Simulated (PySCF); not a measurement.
**Assignment exercise: C₉H₉FSi**

Geometry:
```json
{"atom": "F1", "x (Å)": "-3.379", "y (Å)": "-1.178", "z (Å)": "-0.725"}
{"atom": "C2", "x (Å)": "-2.049", "y (Å)": "-1.460", "z (Å)": "-0.538"}
{"atom": "C3", "x (Å)": "-1.248", "y (Å)": "-0.229", "z (Å)": "-0.206"}
{"atom": "C4", "x (Å)": "-1.862", "y (Å)": "1.014", "z (Å)": "-0.117"}
{"atom": "C5", "x (Å)": "-1.128", "y (Å)": "2.146", "z (Å)": "0.189"}
{"atom": "C6", "x (Å)": "0.238", "y (Å)": "2.054", "z (Å)": "0.411"}
{"atom": "C7", "x (Å)": "0.870", "y (Å)": "0.830", "z (Å)": "0.328"}
{"atom": "C8", "x (Å)": "0.125", "y (Å)": "-0.321", "z (Å)": "0.017"}
{"atom": "C9", "x (Å)": "0.912", "y (Å)": "-1.547", "z (Å)": "-0.041"}
{"atom": "C10", "x (Å)": "2.223", "y (Å)": "-1.433", "z (Å)": "0.204"}
{"atom": "Si11", "x (Å)": "2.683", "y (Å)": "0.357", "z (Å)": "0.565"}
{"atom": "H12", "x (Å)": "-2.000", "y (Å)": "-2.195", "z (Å)": "0.275"}
{"atom": "H13", "x (Å)": "-1.697", "y (Å)": "-1.922", "z (Å)": "-1.470"}
{"atom": "H14", "x (Å)": "-2.925", "y (Å)": "1.092", "z (Å)": "-0.289"}
{"atom": "H15", "x (Å)": "-1.624", "y (Å)": "3.103", "z (Å)": "0.254"}
{"atom": "H16", "x (Å)": "0.809", "y (Å)": "2.939", "z (Å)": "0.650"}
{"atom": "H17", "x (Å)": "0.427", "y (Å)": "-2.486", "z (Å)": "-0.272"}
{"atom": "H18", "x (Å)": "2.880", "y (Å)": "-2.287", "z (Å)": "0.182"}
{"atom": "H19", "x (Å)": "3.572", "y (Å)": "0.953", "z (Å)": "-0.433"}
{"atom": "H20", "x (Å)": "3.167", "y (Å)": "0.581", "z (Å)": "1.929"}
```

- σ from GIAO-PBE0/pcSseg-1
- GFN2-xTB structure
- program: PySCF 2.14.0 with density-fitted response routines
- relativity neglected, single conformer, isolated molecule, one averaged value for each set of equivalent atoms

Shifts are taken against calculated references (same method and geometry level): 13C (σ = 186.93 ppm) and 1H (σ = 31.72 ppm) vs TMS.

(1) Assign these signals to the numbered atoms. 13C{1H} NMR (computed): δ 154.0, 148.5, 139.7, 138.7, 138.2, 135.1, 133.1, 130.2, 85.9.

(2) Assign these signals to the numbered atoms. 1H NMR (400 MHz, computed): δ 7.89 (m, 1H), 7.83 (d, 1H), 7.61 (d, 1H), 7.60 (m, 1H), 6.46 (m, 1H), 6.13 (m, 2H), 4.85 (m, 2H).

Results:

(1) 
154.0 → C9, alkene CH: the olefinic region
148.5 → C8, substituted aromatic carbon
139.7 → C7, substituted aromatic carbon
138.7 → C6, aromatic CH: the aromatic region
138.2 → C3, substituted aromatic carbon
135.1 → C10, alkene CH: as expected for a trigonal carbon in a double bond
133.1 → C5, aromatic CH: the aromatic region
130.2 → C4, aromatic CH
85.9 → C2, sp3 CH2 bonded to F, on an aromatic ring: the inductive effect lowers its shielding

C7 and C6; C6 and C3; C10 and C5 lie closer than the usual error of such a calculation, so a measured spectrum could show them in the other order.

(2) 
| δ (ppm) | atoms | environment | reason |
| --- | --- | --- | --- |
| 7.89 | H14 | hydrogen on an aromatic CH | the ring current deshields protons in the ring plane |
| 7.83 | H16 | hydrogen on an aromatic CH | – |
| 7.61 | H17 | hydrogen on an alkene CH | olefinic region |
| 7.60 | H15 | hydrogen on an aromatic CH | ring-current deshielding |
| 6.46 | H18 | hydrogen on an alkene CH | attached to an sp2 carbon and in the plane of the double bond |
| 6.13 | H12/H13 | hydrogen on an sp3 CH2 bonded to F, on an aromatic ring | its carbon carries F, hence the downfield position |
| 4.85 | H19/H20 | hydrogen on a silicon bonded to 2 C, in a 5-membered ring | – |

H14 and H16; H17 and H15 lie closer than the usual error of such a calculation, so a measured spectrum could show them in the other order.

Splittings by 19F in the carbon and heteronuclear signals aren't shown, as no couplings were computed. Shifts are as computed. Against solution values, carbons near 30 ppm lie about +3 ppm off and those near 130 ppm about +5 ppm. Of 1211 compounds with measured shifts, 218 miss one by over three times the rms of a fit or turn the order of signals round; such compounds aren't used in these exercises. Multiplicities follow the n + 1 count of equivalent neighbours, as no J values were calculated; m marks all less simple cases, F and P coupling included.
